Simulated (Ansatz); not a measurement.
Compare A (`C=CN([SiH2]Cl)[SiH2]Cl`) with its isomer B (`C=C[SiH2]N[SiH](Cl)Cl`).

Program: Ansatz. Geometries: PBE0-D4/def2-TZVP. ΔE: electronic, gas phase. CCSD(T)/CBS is the MP2 limit (def2-TZVPP, def2-QZVPP) plus CCSD(T) − MP2 in def2-TZVPP, frozen cores. Functionals use def2-TZVPP. B3LYP here is the variant with VWN-RPA as its local correlation; programs differ in this. Each species was taken in one conformer, which may not be the lowest.

Task: Which is lower in electronic energy at CCSD(T)/CBS, and by how much? (Estimate.)

Result: Ansatz gave: B, by 12.9 kcal/mol.

Task: Give E(B) − E(A) in kcal/mol with ωB97M-V, MP2/def2-TZVPP, B3LYP-D4, B3LYP, CCSD(T)/def2-TZVPP, CCSD/def2-TZVPP, PBE-D4. (Best estimate.)

Result: The calculation gave: ωB97M-V -13.0, MP2/def2-TZVPP -12.2, B3LYP-D4 -11.7, B3LYP -11.4, CCSD(T)/def2-TZVPP -12.1, CCSD/def2-TZVPP -12.4, PBE-D4 -10.8. None reverses the order clearly.

Largest T1 diagnostic: 0.011.

In def2-TZVPP, CCSD(T) changes the Hartree–Fock value by +0.8 kcal/mol (the triples alone add +0.3 kcal/mol) and MP2 by +0.8 kcal/mol. From PBE to PBE0 (25 % exact exchange), in def2-TZVPP and without D4, E(B) − E(A) moves by −0.8 kcal/mol.
